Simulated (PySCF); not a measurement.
Predicted microwave data (PBE0/pcSseg-1 in PySCF (dipole) on a GFN2-xTB geometry, gas phase) for one isomer of C7H5F3O:

```
Rotational constants : A = 2486, B = 657.4, C = 570.9 MHz
Dipole components    : |μa| = 1.61 D, |μb| = 0.11 D, |μc| = 0.00 D
Inertial defect      : -86.83 u·Å²
κ                    : -0.91
```

**Question.** Which structure is it? (One computed conformer of each.)
A. `[CH2:1]=[CH:2][C:3]1=[C:4]([O:5][C:6]([F:7])([F:8])[F:9])[C:10]1=[CH2:11]` with C1–C2–C3–C4 179°, C3–C4–O5–C6 -1°
B. `[CH2:1]=[C:2]1[CH:3]=[C:4]([O:5][C:6]([F:7])([F:8])[F:9])[C:10]1=[CH2:11]` with C3–C4–O5–C6 0°
C. `[OH:1][c:2]1[cH:3][cH:4][cH:5][c:6]([C:7]([F:8])([F:9])[F:10])[cH:11]1` with H–O1–C2–C3 180°

**Answer.** B. It is C=C1C=C(OC(F)(F)F)C1=C, a near-prolate asymmetric top, point group Cs. The candidates at the same level (rigid rotor, commonest isotopes):

```
                SMILES  A (MHz)  B (MHz)  C (MHz)  μa (D)  μb (D)  μc (D)  Δ (u·Å²)  point group                        rotor
C=CC1=C(OC(F)(F)F)C1=C     1826    723.5    568.8    1.09    1.40    0.00    -86.77      near Cs               asymmetric top
C=C1C=C(OC(F)(F)F)C1=C     2486    657.4    570.9    1.61    0.11    0.00    -86.83           Cs  near-prolate asymmetric top
   Oc1cccc(C(F)(F)F)c1     2141    741.9    609.2    1.98    0.34    0.08    -87.72           C1               asymmetric top
```

`C=CC1=C(OC(F)(F)F)C1=C` has A 27 % too low; `Oc1cccc(C(F)(F)F)c1` has A 14 % too low. In the right answer the mirror of this Cs structure is the ab plane, so μc vanishes by symmetry. No structure here is proved a minimum.
